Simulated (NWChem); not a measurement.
C₃H₆OSi; SMILES CC1=C[SiH2]O1

```xyz
11

C      0.0878     2.2152    -0.0269
C     -0.1011     0.7380    -0.0042
C     -1.1916    -0.0665     0.2004
Si     0.0003    -1.4495    -0.0447
O      1.0376    -0.0353    -0.2331
H     -0.8630     2.7454     0.1632
H      0.8350     2.5120     0.7382
H      0.4947     2.5286    -1.0107
H     -2.2272     0.2212     0.4046
H      0.4388    -2.3037     1.1103
H     -0.0292    -2.2808    -1.2953
```
Atoms are numbered in this order, from 1.

All runs use the structure optimised with PBE-D3(BJ)/def2-SVP.

Q: Give the principal values of the shielding tensors (ppm) of C1, C2, C3, Si4, O5 from B3LYP/6-311G** (spherical d), GIAO (NWChem), with their diamagnetic and paramagnetic parts as GIAO splits them.

A: 
```json
[
 {"atom": "C1", "σ11": "141.9", "σ22": "147.5", "σ33": "185.1", "isotropic": "158.2", "diamagnetic": "244.9", "paramagnetic": "-86.7"},
 {"atom": "C2", "σ11": "-132.1", "σ22": "28.6", "σ33": "74.4", "isotropic": "-9.7", "diamagnetic": "257.9", "paramagnetic": "-267.6"},
 {"atom": "C3", "σ11": "-1.2", "σ22": "124.8", "σ33": "142.5", "isotropic": "88.7", "diamagnetic": "251.4", "paramagnetic": "-162.7"},
 {"atom": "Si4", "σ11": "283.4", "σ22": "306.7", "σ33": "405.0", "isotropic": "331.7", "diamagnetic": "878.6", "paramagnetic": "-546.9"},
 {"atom": "O5", "σ11": "53.5", "σ22": "212.6", "σ33": "261.7", "isotropic": "175.9", "diamagnetic": "387.4", "paramagnetic": "-211.4"}
]
```
